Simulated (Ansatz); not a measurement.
Br3GeH (`[Br][GeH]([Br])[Br]`), 5 atoms. The species carries charge 0 and has multiplicity 1. Correlated methods include outer-core shells of Br, Ge, which these sets cover unevenly. Scalar relativity is left out up to krypton. All runs use 4 threads of an Arm Neoverse V2 on a shared host. Correlated methods freeze the cores.

(1) How many basis functions does each run have, and how long does it take in Ansatz? RKS PBE0-D4/def2-SVP energy; RKS PBE0-D4/def2-TZVP frequencies; RKS PBE0-D4/def2-TZVP relaxation (3 steps); RHF-CCSD(T)/def2-SVP energy; RKS ωB97M-V/def2-SVP energy; RKS ωB97M-V/def2-TZVPP energy and forces; direct RPA on PBE orbitals/def2-TZVPP energy; RKS PBE0-D4/def2-TZVPP energy; RHF-CCSD(T)/def2-TZVPP energy; RHF-MP2/def2-QZVPP energy; RKS PBE0-D4/def2-QZVPP energy; RKS ωB97M-V/def2-QZVPP energy. (Estimate.)

Answers

(1) Computed: Other jobs shared the machine, so times are rough.

```json
{"level": "RKS PBE0-D4/def2-SVP", "job": "energy", "functions": "133", "wall time": "2 s", "peak host memory (GiB)": "0.41"}
{"level": "direct RPA on PBE orbitals/def2-TZVPP", "job": "energy", "functions": "206", "wall time": "4.2 s", "peak host memory (GiB)": "0.48"}
{"level": "RKS PBE0-D4/def2-TZVPP", "job": "energy", "functions": "206", "wall time": "4.3 s", "peak host memory (GiB)": "0.84"}
{"level": "RKS ωB97M-V/def2-SVP", "job": "energy", "functions": "133", "wall time": "7.5 s", "peak host memory (GiB)": "0.57"}
{"level": "RHF-CCSD(T)/def2-SVP", "job": "energy", "functions": "133", "wall time": "7.5 s", "peak host memory (GiB)": "0.59"}
{"level": "RKS PBE0-D4/def2-QZVPP", "job": "energy", "functions": "386", "wall time": "13 s", "peak host memory (GiB)": "2.5"}
{"level": "RKS ωB97M-V/def2-TZVPP", "job": "energy and forces", "functions": "206", "wall time": "15 s", "peak host memory (GiB)": "1.1"}
{"level": "RKS PBE0-D4/def2-TZVP", "job": "relaxation (3 steps)", "functions": "198", "wall time": "21 s", "peak host memory (GiB)": "0.7"}
{"level": "RHF-MP2/def2-QZVPP", "job": "energy", "functions": "386", "wall time": "22 s", "peak host memory (GiB)": "2.1"}
{"level": "RKS ωB97M-V/def2-QZVPP", "job": "energy", "functions": "386", "wall time": "24 s", "peak host memory (GiB)": "2.7"}
{"level": "RHF-CCSD(T)/def2-TZVPP", "job": "energy", "functions": "206", "wall time": "55 s", "peak host memory (GiB)": "1.9"}
{"level": "RKS PBE0-D4/def2-TZVP", "job": "frequencies", "functions": "198", "wall time": "64 s", "peak host memory (GiB)": "0.7"}
```
